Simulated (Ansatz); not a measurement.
Consider the redistribution: `BB[SiH2]F` + `O=CS[SiH3]` → `BSC=O` + `F[SiH2]B[SiH3]`.

Isolated molecules relaxed with PBE0-D4/def2-TZVP in Ansatz; ΔE leaves out vibrations. CBS: MP2 limit from def2 TZ/QZ plus the TZ coupled-cluster correction, frozen cores. DFT in def2-TZVPP. One conformer a species, not always the lowest.

```tsv
level	ΔE (kJ/mol)
B2PLYP	-6.7
revPBE	-7.8
BLYP	-5.5
MP2/CBS(def2)	-4.7
```

(1) What does CCSD(T)/CBS give? (Best estimate.)

Largest T1 diagnostic among the species: 0.018.

## Answers

(1) Computed: -9.2 kJ/mol. The listed levels differ from it by 2.5, 1.4, 3.7, 4.5 kJ/mol.

At CCSD(T), def2-SVP lies −12.7 kJ/mol from the extrapolated value and def2-TZVPP −3.6 kJ/mol. Leaving LDA and LC-ωPBE aside and taking each functional with its dispersion term where it has one, the values, not all of them listed here, spread over 6.8 kJ/mol, from PBE-QIDH to B97M-V.
